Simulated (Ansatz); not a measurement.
Frontier orbitals of `CC(CF)C(F)F`.

```tsv
atom	x (Å)	y (Å)	z (Å)
C1	0.2346	-0.7287	1.2524
C2	-0.3540	-0.1782	-0.0376
C3	0.4543	-0.5851	-1.2514
F4	1.7548	-0.1174	-1.1404
C5	-0.4928	1.3272	0.0255
F6	-1.0967	1.7920	-1.1018
F7	-1.2853	1.6813	1.0710
H8	1.2481	-0.3541	1.4095
H9	0.2850	-1.8186	1.2106
H10	-0.3740	-0.4481	2.1119
H11	-1.3680	-0.5706	-0.1842
H12	0.4992	-1.6752	-1.3289
H13	0.0316	-0.1733	-2.1704
H14	0.4632	1.8487	0.1338
```

The species carries charge 0 and has multiplicity 1. The geometry is a stationary point of PBE0-D4/def2-TZVP. It is one conformer, not always the lowest. Basis def2-TZVPP, the Gaussian-basis code of Ansatz.

```
             functional  HOMO (eV)  LUMO (eV)  gap (eV)
                    PBE      -7.62       0.40      8.02
                   PBE0      -9.30       1.23     10.53
                  B3LYP      -9.10       0.87      9.97
HSE06 (plane-wave form)      -8.89       0.86      9.75
              CAM-B3LYP     -10.82       1.98     12.80
                ωB97M-V     -11.68       2.67     14.35
```

From PBE to PBE0 the HOMO moves by −1.68 eV and the LUMO by +0.83 eV, and with ωB97M-V by −4.07 and +2.27 eV, so the gap grows from 8.01 to 14.35 eV with exact exchange. A positive LUMO is unbound and depends on the basis.

B3LYP here is the variant with VWN-RPA as its local correlation; programs differ in this.
